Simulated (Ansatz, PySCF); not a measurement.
Noncovalent pair: NH3 (SMILES N) (first 4 atoms) with PH3 (SMILES P); geometry from B3LYP-D3(BJ)/def2-TZVP, rigid monomers moved along the line of their centres of mass till N1···P5 is 2.90 Å.
(charge 0, multiplicity 1):
| atom | x (Å) | y (Å) | z (Å) |
|---|---|---|---|
| N | -0.0643 | -0.1165 | 0.0765 |
| H | -0.9063 | -0.6806 | 0.0766 |
| H | -0.3421 | 0.8358 | -0.1314 |
| H | 0.5202 | -0.4387 | -0.6864 |
| P | -0.0954 | 0.3948 | 2.9322 |
| H | 1.1501 | 0.8949 | 2.4844 |
| H | 0.2636 | 0.4671 | 4.3076 |
| H | 0.2922 | -0.9601 | 2.8053 |

Counterpoise-corrected where a basis set is named; no monomer relaxation. Rows marked so take none.

Correlated levels freeze the cores. Rows in 6-31G*, STO-3G carry no dispersion term and start afresh at each structure (6-31G* with six Cartesian d functions). MP2/6-31G* freezes PySCF's default core.

The values were computed with Ansatz (a first-principles code) with Gaussian orbitals; PySCF for 6-31G* rows, STO-3G rows, the dispersion terms. 

| level | interaction energy (meV) |
|---|---|
| HF/STO-3G (no counterpoise) | 44.8 |
| HF/aug-cc-pV(D+d)Z | 93.8 |
| PBE/def2-TZVPPD | -7.6 |
| r2SCAN-D4/def2-TZVPPD | -35.5 |
| B3LYP-D4/def2-TZVPPD | -31.1 |
| wB97M-V/def2-TZVPPD | -36.2 |
| MP2/6-31G* (no counterpoise) | -73.4 |
| MP2/aug-cc-pV(D+d)Z | ? |
| CCSD/aug-cc-pV(D+d)Z | ? |

Task: Complete the blanks.

Result: 
- MP2/aug-cc-pV(D+d)Z, interaction energy (meV): -0.6
- CCSD/aug-cc-pV(D+d)Z, interaction energy (meV): 23.5
